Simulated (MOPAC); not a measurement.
MOPAC input (MNDO):

```
MNDO 1SCF CHARGE=-1 GEO-OK AUX(PRECISION=9) THREADS=1
C5H7Si

Si   -1.99103800 1    0.24646800 1    0.26234900 1
C    -0.20378300 1    0.03088100 1    0.03481600 1
C     0.78755900 1    0.55370300 1    0.81340300 1
C     2.09519500 1    0.16391400 1    0.32009000 1
C     2.03986400 1   -0.63149700 1   -0.80256400 1
C     0.53305200 1   -0.75959400 1   -1.04715000 1
H    -2.75646700 1   -1.02934900 1    0.45992500 1
H    -2.69863900 1    0.88324400 1   -0.89801600 1
H    -2.32582700 1    1.09727000 1    1.44640500 1
H     0.61014300 1    1.17977300 1    1.68763600 1
H     3.00907500 1    0.48872500 1    0.81648800 1
H     0.28397800 1   -0.39572300 1   -2.05368800 1
H     0.24094600 1   -1.81894100 1   -1.04320400 1
```

Output:

```
 *******************************************************************************
 **                                                                           **
 **                              MOPAC v23.2.5                                **
 **                                                                           **
 *******************************************************************************
 ** MOPAC's Digital Object Identifier: https://doi.org/10.5281/zenodo.6511958 **
 **                                                                           **
 ** Please cite the open-source release paper for use of this MOPAC version:  **
 ** J. E. Moussa and J. J. P. Stewart (2026)                                  **
 ** MOPAC: An open-source semiempirical molecular orbital program             **
 ** J. Open Source Softw., 11(119), 8025, https://doi.org/10.21105/joss.08025 **
 *******************************************************************************

                              MNDO CALCULATION RESULTS

 *******************************************************************************
 *  MNDO       - The MNDO Hamiltonian to be used
 *  GEO-OK     - OVERRIDE INTERATOMIC DISTANCE AND OTHER SAFETY CHECKS
 *
 *
 *
 *                 CHARGE ON SYSTEM = -1
 *
 *
 *
 *  1SCF       - DO 1 SCF AND THEN STOP
 *  AUX        - OUTPUT AUXILIARY INFORMATION
 *******************************************************************************
MNDO 1SCF CHARGE=-1 GEO-OK AUX(PRECISION=9) THREADS=1
 C5H7Si

   ATOM   CHEMICAL          X               Y               Z
  NUMBER   SYMBOL      (ANGSTROMS)     (ANGSTROMS)     (ANGSTROMS)

     1      Si         -1.99103800  *   0.24646800  *   0.26234900  *
     2       C         -0.20378300  *   0.03088100  *   0.03481600  *
     3       C          0.78755900  *   0.55370300  *   0.81340300  *
     4       C          2.09519500  *   0.16391400  *   0.32009000  *
     5       C          2.03986400  *  -0.63149700  *  -0.80256400  *
     6       C          0.53305200  *  -0.75959400  *  -1.04715000  *
     7       H         -2.75646700  *  -1.02934900  *   0.45992500  *
     8       H         -2.69863900  *   0.88324400  *  -0.89801600  *
     9       H         -2.32582700  *   1.09727000  *   1.44640500  *
    10       H          0.61014300  *   1.17977300  *   1.68763600  *
    11       H          3.00907500  *   0.48872500  *   0.81648800  *
    12       H          0.28397800  *  -0.39572300  *  -2.05368800  *
    13       H          0.24094600  *  -1.81894100  *  -1.04320400  *

          CARTESIAN COORDINATES

    NO.       ATOM           X           Y           Z

     1        Si         -1.9910      0.2465      0.2623
     2         C         -0.2038      0.0309      0.0348
     3         C          0.7876      0.5537      0.8134
     4         C          2.0952      0.1639      0.3201
     5         C          2.0399     -0.6315     -0.8026
     6         C          0.5331     -0.7596     -1.0472
     7         H         -2.7565     -1.0293      0.4599
     8         H         -2.6986      0.8832     -0.8980
     9         H         -2.3258      1.0973      1.4464
    10         H          0.6101      1.1798      1.6876
    11         H          3.0091      0.4887      0.8165
    12         H          0.2840     -0.3957     -2.0537
    13         H          0.2409     -1.8189     -1.0432

  H: (MNDO): M.J.S. DEWAR, W. THIEL, J. AM. CHEM. SOC., 99, 4899, (1977)
  C: (MNDO): M.J.S. DEWAR, W. THIEL, J. AM. CHEM. SOC., 99, 4899, (1977)
 Si: (MNDO): M.J.S.DEWAR, ET. AL. ORGANOMETALLICS  5, 375 (1986)

           Empirical Formula: C5 H7 Si  =    13 atoms

      MOLECULAR POINT GROUP   :   Cs

      RHF CALCULATION, NO. OF DOUBLY OCCUPIED LEVELS = 16

 -------------------------------------------------------------------------------
 MNDO 1SCF CHARGE=-1 GEO-OK AUX(PRECISION=9) THREADS=1
 C5H7Si

     1SCF WAS SPECIFIED, SO BFGS WAS NOT USED
     SCF FIELD WAS ACHIEVED

                              MNDO CALCULATION
                                                       MOPAC v23.2.5 Linux

          FINAL HEAT OF FORMATION =         71.68136 KCAL/MOL =     299.91482 KJ/MOL

          COSMO AREA              =        146.38 SQUARE ANGSTROMS
          COSMO VOLUME            =        142.21 CUBIC ANGSTROMS

          IONIZATION POTENTIAL    =          2.586046 EV
          HOMO LUMO ENERGIES (EV) =         -2.586  5.390
          NO. OF FILLED LEVELS    =         16
          MOLECULAR WEIGHT        =         95.1958         POINT GROUP:  Cs

          MOLECULAR DIMENSIONS (Angstroms)

            Atom       Atom       Distance
            H    11    H     8     5.97270
            H     9    H    12     4.33236
            H    10    H     7     2.24480

          SCF CALCULATIONS        =          1

   ATOM   CHEMICAL          X               Y               Z
  NUMBER   SYMBOL      (ANGSTROMS)     (ANGSTROMS)     (ANGSTROMS)

     1      Si         -1.99103800  *   0.24646800  *   0.26234900  *
     2       C         -0.20378300  *   0.03088100  *   0.03481600  *
     3       C          0.78755900  *   0.55370300  *   0.81340300  *
     4       C          2.09519500  *   0.16391400  *   0.32009000  *
     5       C          2.03986400  *  -0.63149700  *  -0.80256400  *
     6       C          0.53305200  *  -0.75959400  *  -1.04715000  *
     7       H         -2.75646700  *  -1.02934900  *   0.45992500  *
     8       H         -2.69863900  *   0.88324400  *  -0.89801600  *
     9       H         -2.32582700  *   1.09727000  *   1.44640500  *
    10       H          0.61014300  *   1.17977300  *   1.68763600  *
    11       H          3.00907500  *   0.48872500  *   0.81648800  *
    12       H          0.28397800  *  -0.39572300  *  -2.05368800  *
    13       H          0.24094600  *  -1.81894100  *  -1.04320400  *

                             CARTESIAN COORDINATES

   1   Si       -1.991038000     0.246468000     0.262349000
   2    C       -0.203783000     0.030881000     0.034816000
   3    C        0.787559000     0.553703000     0.813403000
   4    C        2.095195000     0.163914000     0.320090000
   5    C        2.039864000    -0.631497000    -0.802564000
   6    C        0.533052000    -0.759594000    -1.047150000
   7    H       -2.756467000    -1.029349000     0.459925000
   8    H       -2.698639000     0.883244000    -0.898016000
   9    H       -2.325827000     1.097270000     1.446405000
  10    H        0.610143000     1.179773000     1.687636000
  11    H        3.009075000     0.488725000     0.816488000
  12    H        0.283978000    -0.395723000    -2.053688000
  13    H        0.240946000    -1.818941000    -1.043204000

           Empirical Formula: C5 H7 Si  =    13 atoms

      MOLECULAR POINT GROUP   :   Cs

                  EIGENVALUES
 -36.30607 -24.34634 -24.24462 -16.29014 -13.90989 -12.90383 -10.19886  -9.40089
  -8.21093  -7.82014  -7.65349  -6.83992  -6.47884  -5.60896  -2.99429  -2.58605
   5.38974   5.87367   6.19822   6.31864   7.49566   7.96586   8.88834   9.64509
   9.65218  10.13638  10.47385  11.00728  11.73153  11.99212  13.03183

              NET ATOMIC CHARGES AND DIPOLE CONTRIBUTIONS

  ATOM NO.   TYPE          CHARGE      No. of ELECS.   s-Pop       p-Pop
    1         Si           1.542484        2.4575     1.03052     1.42700
    2          C          -0.721413        4.7214     1.29075     3.43066
    3          C           0.084638        3.9154     1.22196     2.69340
    4          C          -0.347474        4.3475     1.21794     3.12954
    5          C          -0.310805        4.3108     1.55982     2.75098
    6          C           0.066194        3.9338     1.21227     2.72154
    7          H          -0.417751        1.4178     1.41775
    8          H          -0.417752        1.4178     1.41775
    9          H          -0.418317        1.4183     1.41832
   10          H          -0.003319        1.0033     1.00332
   11          H           0.008593        0.9914     0.99141
   12          H          -0.032539        1.0325     1.03254
   13          H          -0.032539        1.0325     1.03254
 DIPOLE           X         Y         Z       TOTAL
 POINT-CHG.    -4.270     0.788     0.928     4.440
 HYBRID        -1.148     0.895     1.211     1.893
 SUM           -5.418     1.683     2.139     6.063

          ATOMIC ORBITAL ELECTRON POPULATIONS

     Atom    s        px        py        pz
    1 Si   1.03052   0.55263   0.43889   0.43548
    2  C   1.29075   1.09727   1.21538   1.11801
    3  C   1.22196   0.96647   0.86098   0.86595
    4  C   1.21794   0.86298   1.19372   1.07284
    5  C   1.55982   1.09223   0.73352   0.92523
    6  C   1.21227   0.99094   0.86402   0.86657
    7  H   1.41775
    8  H   1.41775
    9  H   1.41832
   10  H   1.00332
   11  H   0.99141
   12  H   1.03254
   13  H   1.03254

 **********************
 *                    *
 * JOB ENDED NORMALLY *
 *                    *
 **********************

 == MOPAC DONE ==
```

The dipole moment of an ion depends on the origin.

The geometry given is a B3LYP-D3(BJ)/def2-TZVP minimum.
